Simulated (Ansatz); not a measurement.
C₉H₁₄BF₄N⁺, that is N-butylpyridinium tetrafluoroborate with one electron fewer. The state is a doublet with charge 1. Geometry r2SCAN-D4/def2-SVP, that of the neutral singlet; atoms count from 1.

```xyz
29

C     3.0530   -3.0750    0.0538
C     2.4532   -1.7829    0.5948
C     1.1756   -1.3717   -0.1337
C     0.6059   -0.0782    0.4329
N    -0.6229    0.3354   -0.2762
C    -0.5340    1.1760   -1.3267
C    -1.6677    1.5585   -2.0238
C    -2.9125    1.0876   -1.6075
C    -2.9865    0.2501   -0.4951
C    -1.8205   -0.1003    0.1649
H     2.3468   -3.9156    0.1523
H     3.9722   -3.3467    0.5943
H     3.3093   -2.9802   -1.0142
H     2.2354   -1.8904    1.6726
H     3.1910   -0.9639    0.5180
H     0.4225   -2.1782   -0.0544
H     1.3836   -1.2460   -1.2129
H     0.3356   -0.1519    1.4946
H     1.3023    0.7670    0.3596
H     0.4653    1.5392   -1.5668
H    -1.5677    2.2498   -2.8620
H    -3.8224    1.3959   -2.1285
H    -3.9427   -0.1065   -0.1089
H    -1.8057   -0.7137    1.0656
F    -0.9213    3.7709    2.4607
B    -0.9208    2.7375    1.5597
F    -1.9995    2.8208    0.6581
F     0.2845    2.7317    0.7963
F    -1.0121    1.4810    2.2325
```

**Question.** Estimate the Mulliken populations from the PBE0/def2-SVP orbitals of Ansatz.

**Answer.** 
```json
{"atom": "C1", "charge (e)": "-0.07", "spin (α − β)": "0.01"}
{"atom": "C2", "charge (e)": "-0.13", "spin (α − β)": "0.01"}
{"atom": "C3", "charge (e)": "-0.07", "spin (α − β)": "0.00"}
{"atom": "C4", "charge (e)": "0.00", "spin (α − β)": "0.00"}
{"atom": "N5", "charge (e)": "-0.21", "spin (α − β)": "-0.05"}
{"atom": "C6", "charge (e)": "0.19", "spin (α − β)": "0.16"}
{"atom": "C7", "charge (e)": "0.04", "spin (α − β)": "0.21"}
{"atom": "C8", "charge (e)": "0.08", "spin (α − β)": "-0.12"}
{"atom": "C9", "charge (e)": "0.04", "spin (α − β)": "0.20"}
{"atom": "C10", "charge (e)": "0.19", "spin (α − β)": "0.16"}
{"atom": "H11", "charge (e)": "0.06", "spin (α − β)": "0.01"}
{"atom": "H12", "charge (e)": "0.08", "spin (α − β)": "0.00"}
{"atom": "H13", "charge (e)": "0.06", "spin (α − β)": "0.01"}
{"atom": "H14", "charge (e)": "0.07", "spin (α − β)": "0.01"}
{"atom": "H15", "charge (e)": "0.07", "spin (α − β)": "0.01"}
{"atom": "H16", "charge (e)": "0.06", "spin (α − β)": "0.00"}
{"atom": "H17", "charge (e)": "0.06", "spin (α − β)": "0.00"}
{"atom": "H18", "charge (e)": "0.11", "spin (α − β)": "0.00"}
{"atom": "H19", "charge (e)": "0.11", "spin (α − β)": "0.00"}
{"atom": "H20", "charge (e)": "0.14", "spin (α − β)": "-0.01"}
{"atom": "H21", "charge (e)": "0.13", "spin (α − β)": "-0.01"}
{"atom": "H22", "charge (e)": "0.12", "spin (α − β)": "0.00"}
{"atom": "H23", "charge (e)": "0.13", "spin (α − β)": "-0.01"}
{"atom": "H24", "charge (e)": "0.14", "spin (α − β)": "-0.01"}
{"atom": "F25", "charge (e)": "-0.09", "spin (α − β)": "0.17"}
{"atom": "B26", "charge (e)": "0.36", "spin (α − β)": "-0.03"}
{"atom": "F27", "charge (e)": "-0.26", "spin (α − β)": "0.02"}
{"atom": "F28", "charge (e)": "-0.22", "spin (α − β)": "0.12"}
{"atom": "F29", "charge (e)": "-0.21", "spin (α − β)": "0.14"}
```
Mulliken values and Mayer orders depend strongly on the basis.

**Question.** Where does the spin sit?

**Answer.** Summed by element: C 0.63, N -0.05, H 0.00, F 0.46, B -0.03, of 1 unpaired in all. Largest on single atoms: C7 0.21, C9 0.20, F25 0.17.

**Question.** And the Mayer bond orders between bonded heavy atoms (over 0.3)?

**Answer.** C1–C2 1.10 (1.52 Å); C2–C3 1.07 (1.53 Å); C3–C4 1.04 (1.52 Å); C4–N5 0.85 (1.48 Å); N5–C6 1.29 (1.35 Å); N5–C10 1.29 (1.35 Å); C6–C7 1.29 (1.38 Å); C7–C8 1.39 (1.39 Å); C8–C9 1.40 (1.39 Å); C9–C10 1.29 (1.38 Å); F25–B26 1.16 (1.37 Å); B26–F27 1.05 (1.41 Å); B26–F28 0.95 (1.43 Å); B26–F29 0.94 (1.43 Å).
